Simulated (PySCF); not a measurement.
## Two-component Hartree-Fock for Ga(4+) (gallium, charge +4)

Start: [Ar] 3d9; 3d3/2 filled at m_j = -3/2, -1/2, +1/2, +3/2; 3d5/2 filled at m_j = -3/2, -1/2, +1/2, +3/2, +5/2. Calculated with PySCF 2.14 in x2c-TZVPall-2c (6s7p4d1f, 54 functions): generalised Hartree-Fock with the X2C-1e Hamiltonian and a Gaussian nucleus; one run each with spin-orbit coupling (SO) switched off, then screened by Boettger's factors.

```
spinor shell  electrons  ε, spin-free (eV)  ε, screened SO (eV)  weight of nominal j (screened SO)  rms radius, screened SO (bohr)
       1s1/2          2           -10502.2             -10502.0                              1.000                          0.0560
       2s1/2          2            -1402.0              -1401.9                              1.000                           0.235
       2p1/2          2            -1223.9              -1243.2                              0.999                           0.209
       3s1/2          2            -236.94              -236.93                              1.000                           0.693
       3p1/2          2            -180.69              -184.67                              0.955                           0.718
       3p3/2          4            -180.69              -178.72                              0.978                           0.728
       3d3/2          4            -89.745              -90.566                              0.839                           0.819
       3d5/2          5            -89.745              -89.106                              0.871                           0.825
```

Question: Where does 2p3/2 lie, and what is the 2p spin-orbit splitting (screened SO)?

Answer: At -1214.5 eV, 28.724 eV above 2p1/2.

```tsv
quantity	spin-free	screened SO
E (hartree)	-1937.91468	-1937.98462
M_J	5/2	5/2
⟨J²⟩	8.751	8.751
⟨L²⟩	6.001	6.003
⟨S²⟩	0.750	0.752
```

Each row is a mean over spinors that exchange with the open shell spreads, by up to 8.583 eV (3p3/2).

Rows whose weight is well below 1 are mixtures of j = l ± 1/2: exchange outweighs spin-orbit coupling there, and the label is only the starting occupation.

Without spin-orbit coupling the j labels of p, d and f shells carry no meaning; the spin-free column gives the mean over the occupied spinors of each nl shell.
